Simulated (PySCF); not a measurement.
Br3Zr (SMILES [Br][Zr]([Br])[Br]), doublet, geometry from GFN2-xTB (such geometries of metal compounds can be far from the true shape) (the multiplicity is a formal guess) (all electrons, no relativity).

Here is a job for PySCF.
```python
from pyscf import gto, scf, dft

mol = gto.Mole()
mol.atom = '''
    Zr   -0.33334341    0.30261649    0.64835859
    Br   -1.62917608   -1.50443246   -0.50152266
    Br    0.10141355    1.92161751   -1.21085017
    Br    1.90872642   -0.76303247    0.97139158
'''
mol.basis = '3-21g'
mol.spin = 1
mol.verbose = 4
mol.build()

mf = dft.UKS(mol)
mf.xc = 'm06'
mf.kernel()
mf.analyze()
```

**Question.** What does this run give for the number of basis functions, nuclear repulsion energy, <S^2>, dipole moment, total energy?

**Answer.** 
The number of basis functions is 102 and the nuclear repulsion energy is 1386.0465 Eh. The <S^2> is 0.752 and the dipole moment is 3.96 D. The total energy comes out as -11209.2615 Eh.

These values belong to the state on which the SCF converged, which isn't shown to be the lowest.
